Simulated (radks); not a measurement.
Results of a calculation; reference values are marked as such.
S XII, 5 electrons, occupied as [He] 2s2 2p1.

Level of theory: scalar-relativistic Kohn-Sham, BLYP, spin-polarised, spherical densities, finite nucleus; open shells are filled with parallel spins first; Fermi nuclear charge, rms radius 3.2611 fm (a radial shooting solver on a logarithmic mesh with Libxc functionals).

Energy parts (hartree):
part                      energy
total                 -317.57225
kinetic                319.33492
electron-nucleus      -670.75790
Hartree                 48.34473
exchange-correlation   -14.49400

Orbitals (lengths in bohr, moments of r in powers of bohr; <r^-3> diverges for s and p1/2; r(90%) holds 90 % of the orbital's charge):
[
 {"orbital": "1s up", "occ.": "1", "eigenvalue (hartree)": "-105.9100", "<r^-3>": "-", "<1/r>": "15.71", "<r^4>": "0.0003987", "r(90%)": "0.172"},
 {"orbital": "1s down", "occ.": "1", "eigenvalue (hartree)": "-105.7835", "<r^-3>": "-", "<1/r>": "15.73", "<r^4>": "0.0003963", "r(90%)": "0.172"},
 {"orbital": "2s up", "occ.": "1", "eigenvalue (hartree)": "-21.06406", "<r^-3>": "-", "<1/r>": "3.527", "<r^4>": "0.07220", "r(90%)": "0.645"},
 {"orbital": "2s down", "occ.": "1", "eigenvalue (hartree)": "-20.79351", "<r^-3>": "-", "<1/r>": "3.504", "<r^4>": "0.07384", "r(90%)": "0.649"},
 {"orbital": "2p up", "occ.": "1", "eigenvalue (hartree)": "-19.68010", "<r^-3>": "116.1", "<1/r>": "3.450", "<r^4>": "0.05137", "r(90%)": "0.593"},
 {"orbital": "2p down", "occ.": "0", "eigenvalue (hartree)": "-19.36834", "<r^-3>": "115.0", "<1/r>": "3.434", "<r^4>": "0.05296", "r(90%)": "0.597"}
]

The highest occupied level is 2p up at -535.52 eV. The electron density at the nucleus is 3023 e/bohr^3 (large components only). Summed over all electrons, <r^2> = 0.6046 bohr^2, which gives a Langevin (diamagnetic) susceptibility term of -0.479 x 10^-6 cm^3/mol. The spin density at the nucleus is -0.469 e/bohr^3 (1s -2.549, 2s 2.079).
